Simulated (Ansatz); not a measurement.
Program: Ansatz. Geometries: PBE0-D4/def2-TZVP. ΔE: electronic, gas phase. CBS: MP2 limit from def2 TZ/QZ plus the TZ coupled-cluster correction, frozen cores. Functionals use def2-TZVPP. For Ga, Se outer-core shells are correlated without core-valence functions, which leaves a few kJ/mol of doubt a bond. Scalar relativity is left out up to krypton. Each species was taken in one conformer, which may not be the lowest.

Consider the ligand exchange at a Ga–Se bond: `C[Se][Ga]([Cl])[Cl]` + `C[Si](C)(C)O` → `C[Si](C)(C)[O][Ga]([Cl])[Cl]` + `C[SeH]`.

(1) Is it downhill or uphill in electronic energy at CCSD(T)/CBS, and by how much? (Best estimate.)

(2) What do these levels give: ωB97X-V, PBE, revPBE, BHLYP, CCSD(T)/def2-SVP, HF/CBS(def2)? (An estimate is asked.)

Largest T1 diagnostic among the species: 0.012.

## Answers

(1) Computed: Uphill: ΔE = +8.5 kcal/mol.

(2) Ansatz gave: ωB97X-V 7.0, PBE 11.1, revPBE 11.2, BHLYP 8.3, CCSD(T)/def2-SVP 2.4, HF/CBS(def2) 5.7 kcal/mol.

Leaving LDA and LC-ωPBE aside and taking each functional with its dispersion term where it has one, the values, not all of them listed here, spread over 3.8 kcal/mol, from CAM-B3LYP-D4 to PBE-D4. LDA lies −0.7 kcal/mol from PBE without D4. The D4 term adds −1.0 kcal/mol with B3LYP and −0.7 kcal/mol with PBE0; it sums over pairs of atoms, weighted by their polarisabilities, and B3LYP, whose exchange is more repulsive, gets the larger term. From BLYP to BHLYP (50 % exact exchange), in def2-TZVPP and without D4, ΔE moves by −1.3 kcal/mol.

B3LYP here is the variant with VWN-RPA as its local correlation; programs differ in this.
